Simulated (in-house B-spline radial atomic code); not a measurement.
## RPA and G0W0 on PBE: the calcium ion Ca⁵⁺

Configuration [Ne] 3s2 3p3, highest spin, mean-field start PBE. Computed with an all-electron radial atomic-structure program (B-spline basis): all electrons, scalar-relativistic (spin-free one-electron X2C), finite nucleus, each spin shell either full or empty, empty states to l = 9 with an (l + 1/2)⁻⁴ tail; G0W0 by contour deformation at full frequency.

Command:
```bash
python run_gw.py task.json out
```
Settings (radii: box in bohr, nucleus in fm):
```
Z                        20
electrons                15
configuration            [Ne] 3s2 3p3
hamiltonian              x2c
method                   pbe,pbe
lmax                     9
rms_radius               3.4776
spin_polarised           True
box_radius               10.43
intervals                68
```

Cost of the run: 2.8 s on 1 thread of Arm Neoverse N1 (shared host).

Energies (hartree):

```json
{"term": "mean-field total", "value": "-672.15272"}
{"term": "Hartree-Fock functional on these orbitals", "value": "-671.73593"}
{"term": "direct second order", "value": "-1.0951"}
{"term": "second-order exchange", "value": "0.39934"}
{"term": "SOSEX correction", "value": "0.36065"}
```

Problem. What is the RPA correlation energy, and what remains with SOSEX?

Solution. RPA gives -0.95834 hartree (-1.74 eV per electron); RPA + SOSEX gives -0.59768, and the second-order doubles -0.69573 hartree (no singles). SOSEX takes back 38 % of the RPA value.

Quasi-particle levels (eV):

```csv
level,occupied,mean field,Σx - vxc,Σc,QP weight,G0W0
3p up,yes,-98.32,-9.45,?,?,?
3s down,yes,-113.00,-6.37,-2.99,0.952,-122.36
2p down,yes,-415.47,-34.32,8.40,0.884,-441.39
3p down,no,-92.59,11.19,-3.52,0.945,-84.92
```

G0W0 = mean field + (Σx - vxc) + Σc, with Σc (partial-wave tail included) taken at the quasi-particle energy. Only the outer levels were computed. Levels of low weight are left out.

Problem. Where does G0W0 put 3p up?

Solution. At -107.88 eV, with Σc = -0.11 eV and a quasi-particle weight of 0.944. The tabulated removal energy is 108.78 ± 0.25 eV (NIST, semi-empirical); the calculation leaves out spin-orbit coupling, Breit and QED terms, and what these don't explain is the method's own error.
